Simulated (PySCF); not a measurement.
C₂HF₂O₂, SMILES O=C(O)[C](F)F, multiplicity 2. Atoms are numbered in the order given.

```xyz
7

O     -1.2294     1.3231     0.0000
C     -0.1458     0.7681     0.0000
O      1.0521     1.4003     0.0000
C      0.0131    -0.6656     0.0000
F     -1.0186    -1.4682     0.0000
F      1.1703    -1.2825     0.0000
H      0.8495     2.3535     0.0000
```
Charge 0, spin multiplicity 2.

The structure is a stationary point at TPSSh-D3(BJ)/def2-SVP. A frequency run showed that this geometry is not a minimum. The isomer is the one that the SMILES or the coordinates give; other isomers of the formula were not compared. Other conformers were not sampled.

Computed with M06-2X/def2-TZVP (PySCF).

The molecule is in vacuum.

total energy: -426.92600 hartree
point group: Cs
α spin, highest occupied and lowest empty level: -8.31 and 1.49 eV
β spin, highest occupied and lowest empty level: -10.59 and -2.11 eV
dipole moment: 1.55 D
quadrupole, principal values (traceless, Buckingham form, about the centre of nuclear charge): -9.73, 1.80, 7.93 D·Å
mean static polarisability: 32.1 bohr³ (4.75 Å³)
polarisability, principal values: 20.4, 35.1, 40.7 bohr³
⟨S²⟩: 0.760 (pure state 0.75)
